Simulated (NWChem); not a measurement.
Molecule: C2H3FN2Si; SMILES F[SiH]1N=CC=N1

```xyz
9

F     -0.5774     1.9738     0.0000
Si     0.4079     0.7086     0.0000
N      0.0579    -0.3999     1.3528
C     -0.2369    -1.4979     0.7681
C     -0.2369    -1.4979    -0.7681
N      0.0579    -0.3999    -1.3528
H      1.8051     1.1849     0.0000
H     -0.4769    -2.4120     1.3224
H     -0.4769    -2.4120    -1.3224
```
Atoms are numbered in this order, from 1.

Computed with NWChem. Pople sets run with spherical d functions. The geometry was optimised at B3LYP/6-31G* (spherical d). Level: PBE/6-31G* with SMD (1 M gas to 1 M solution), gas-phase geometry. Reactions with the solvent are ignored.

**Question.** Order these by “dipole in solution (D)”, lowest first: n-hexane; ethanol; ethyl acetate; anisole.

**Answer.** n-hexane (2.50), anisole (2.81), ethyl acetate (2.89), ethanol (3.05)
